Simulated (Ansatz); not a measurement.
The cluster Cu2O⁻. Total charge -1; doublet. Geometry r2SCAN-D4/def2-TZVPD, basis def2-TZVPD, Ansatz.

```xyz
3

Cu    1.084    0.687   -1.178
Cu   -1.084   -0.686    1.179
O     0.000   -0.001    0.000
```

```tsv
run	HOMO (eV)	LUMO (eV)
A	0.60	0.97
B	0.23	1.31
C	0.23	1.87
D	0.44	1.11
```

No other spin state of charge -1 was run. Another isomer (doublet) lies 0.28 eV lower at PBE0-D4/def2-TZVPD; other spin states weren't run for this one.

HOMO and LUMO are taken over both spins.

Problem. The runs used B97M-V, PBE, PBE0, r2SCAN. Estimate which is which.

Solution. A B97M-V (0 % exact exchange); B r2SCAN (0 % exact exchange); C PBE0 (25 % exact exchange); D PBE (0 % exact exchange). Exact exchange lowers occupied and raises empty levels; among semilocal functionals meta-GGAs tend to open the gap a little, and such runs are hard to tell apart. The gap grows from 0.38 eV (B97M-V) to 1.63 eV (PBE0). At B97M-V/def2-TZVPD, r2SCAN-D4/def2-TZVPD, PBE0-D4/def2-TZVPD, PBE-D4/def2-TZVPD the highest occupied level of the charge -1 doublet lies above zero (up to 0.60 eV). It is a level of α spin, whose loss leaves a singlet; that state wasn't run at this geometry and level. The electron is either unbound and held by the finite basis, or the level is raised by self-interaction error. At r2SCAN-D4/def2-TZVPD the charge -1 doublet is spin-contaminated (final ⟨S²⟩ up to 0.86, 0.75 for a pure state).
